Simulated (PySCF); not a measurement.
Compound: C₃H₁₃NSi₂.
Atom-mapped SMILES: `[CH3:1][CH:2]([CH3:3])[NH:4][SiH2:5][SiH3:6]` (hydrogens: H7, H8, H9 on C1; H10 on C2; H11, H12, H13 on C3; H14 on N4; H15, H16 on Si5; H17, H18, H19 on Si6)

Geometry (GFN2-xTB, Å), atoms numbered from 1 in this order:
```
atom  x, y, z in Å
C1    -1.6700    1.1167   -1.0567
C2    -1.2555   -0.1401   -0.2892
C3    -2.2270   -0.4251    0.8554
N4     0.0893   -0.0324    0.2280
Si5    1.4961   -0.5013   -0.6362
Si6    3.2683   -0.2634    0.8052
H7    -2.6615    0.9938   -1.4852
H8    -1.6819    1.9774   -0.3900
H9    -0.9627    1.3102   -1.8595
H10   -1.2575   -0.9893   -0.9801
H11   -2.2467    0.4133    1.5497
H12   -1.9122   -1.3144    1.3957
H13   -3.2321   -0.5828    0.4731
H14    0.1582    0.7081    0.9108
H15    1.6965    0.2380   -1.9046
H16    1.2161   -1.8821   -1.0595
H17    3.3221    1.0367    1.4862
H18    4.5344   -0.3860    0.0791
H19    3.3164   -1.2681    1.8704
```

The closed-shell ground state was solved at several levels (PySCF, density fitting, gas phase, non-relativistic).

| level | basis functions | total energy (Eh) | HOMO (eV) | LUMO (eV) | gap (eV) | dipole (D) |
| --- | --- | --- | --- | --- | --- | --- |
| wB97X-D/def2-SVPD | 232 | -755.5298 | -8.60 | 1.63 | 10.23 | 1.28 |
| PBE0/pcSseg-1 | 181 | -755.3824 | -6.71 | -0.02 | 6.69 | 1.28 |

Problem. What might PBE0/def2-SVPD (232 basis functions) give for the same quantities?

Solution. Total energy -755.1319 Eh, HOMO -6.73 eV, LUMO -0.09 eV, gap 6.64 eV, dipole 1.26 D.

Problem. Over all these levels, which gives the widest orbital gap and which the narrowest?

Solution. wB97X-D/def2-SVPD (range-separated hybrid) has the widest, 10.23 eV, and PBE0/def2-SVPD (global hybrid, 25 % exact exchange) the narrowest, 6.64 eV. The two share the basis. From the narrowest to the widest the HOMO moves by -1.87 eV and the LUMO by +1.72 eV.

Problem. How far do the dipole and the HOMO energy spread over the levels?

Solution. The dipole runs from 1.26 to 1.28 D (mean 1.27 D) and the HOMO from -8.60 to -6.71 eV.

One conformer stands for the species.

Note: wB97X-D ran without an empirical dispersion term, which enters the total energy and its gradient alone.
